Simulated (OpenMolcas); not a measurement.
## Co4+: effect of the IPEA shift

```
Program             : OpenMolcas
Basis               : ANO-RCC-VTZP [6s5p3d2f1g]
Scalar Hamiltonian  : DKH2, point nucleus
Active space        : 5 electrons in 5 orbitals (3d)
State averaging     : 2S+1 = 6 even, 1 root; 2S+1 = 4 even, 24 roots; 2S+1 = 2 even, 75 roots
Spin-orbit coupling : state interaction with AMFI integrals over the reference wave functions, term energies averaged over their components
```

Methods on the same reference wave functions:
A. CASSCF
B. MS-CASPT2, IPEA 0 Eh, imaginary shift 0.1 Eh (closed shells correlated: 3s 3p)
C. MS-CASPT2, IPEA 0.25 Eh, imaginary shift 0.1 Eh (closed shells correlated: 3s 3p)

Energies in cm-1 above 3d5 6S 5/2, the measured ground level; measured values from Sugar and Corliss, J. Phys. Chem. Ref. Data 10, 1097 (1981).

```tsv
Level	A	B	C	Measured
3d5 6S 5/2	0.0	0.0	0.0	0.0
3d5 4G 5/2	42457	38880	38980	
3d5 4G 7/2	42504	38940	39030	
3d5 4G 11/2	42516	38960	39050	37218
3d5 4G 9/2	42531	38970	39060	
3d5 4P 5/2	48768	42840	43060	40753
3d5 4P 3/2	48898	42980	43200	40891
3d5 4P 1/2	49054	43150	43370	41024
3d5 4D 7/2	52762	46600	46750	44709
3d5 4D 1/2	52911	46760	46910	44908
3d5 4D 3/2	53032	46880	47040	
3d5 4D 5/2	53060	46910	47070	
3d5 2I 11/2	60481	56750	57010	
3d5 2I 13/2	60593	56890	57140	
3d5 2D 5/2(1) [65 %]	67662	59760	60290	57083
3d5 2D 3/2(1)	68582	60540	61070	57823
3d5 2F 7/2(1)	70041	62520	63040	59455
3d5 4F 9/2	71029	63720	63890	60830
3d5 4F 7/2	71139	63830	64000	60974
3d5 4F 3/2	71460	64100	64290	
3d5 2H 9/2 [71 %]	74153	67770	68240	64742
3d5 2H 11/2	74581	68490	68960	65284
3d5 2G 7/2(1)	76703	69050	69520	66229
3d5 2G 9/2(1) [69 %]	77068	69690	70160	66760
```

Deviations, from unrounded energies. A percentage is the sum of absolute deviations over the sum of measured energies, with the sign that they share, or ± where signs differ.

| Against measurement | Levels | A | B | C |
| --- | --- | --- | --- | --- |
| mean absolute deviation (cm-1) | 15 | 9100 | 2500 | 2900 |
| other terms of the ground configuration (%) | 15 | +17.0 | +4.7 | +5.3 |

B lies closest to measurement on these levels and A furthest from it. The largest miss of B in the table is 3d5 2H 11/2, by +3200 cm-1. The ranking rests on the paired levels alone, and a cruder setting can come out closer through cancelling errors.

Between B and C the level of the table that moves most is 3d5 2D 5/2(1) [65 %], by 530 cm-1 (lowest in B, highest in C). Moves below CASPT2's spread within the term are not significant.

The mean deviations of B to C differ by less than CASPT2's widest spread within a term (610 cm-1), so their order carries little weight.

From A to B the spin-free energies of the other terms of 3d5 shown, above 6S, scale by factors of 0.88 to 0.94, as is usual when dynamic correlation screens the repulsion within a d or f shell.

The lowest spin-free term lies below A's lowest term by 0.341 hartree in B, 0.334 hartree in C.

CASPT2 breaks the degeneracy within a term, and the mean is taken; among the terms shown or strongly mixed into the levels shown the widest spread is 610 cm-1 (3d5 4F, C). Without dynamic correlation excited terms often stand tens of per cent too high (terms of higher spin than the ground term too low), and those without a measured partner can miss by more than the paired ones (holds for A). Some levels mix across a computed gap that differs much from the measured one, so their mixing is not that of the real levels (holds for A). Blocks of more than 70 roots (2S+1 = 2 even) ran without multistate coupling (holds for B; C). Measured partners are found by configuration, term and J. A level has none where our copy of the source lacks it or the pairing is in doubt (some pairs that miss far off the trend of their configuration count as doubtful), and it then counts in no deviation. Levels of configurations outside the active space are missing. The table leaves out levels that lie high or whose names do not pair safely across all columns.

A share in square brackets marks a mixed level and gives the weight of the term that names it, the lowest over the columns. A number in round brackets counts repeated terms of one configuration in the order of the reference energies.
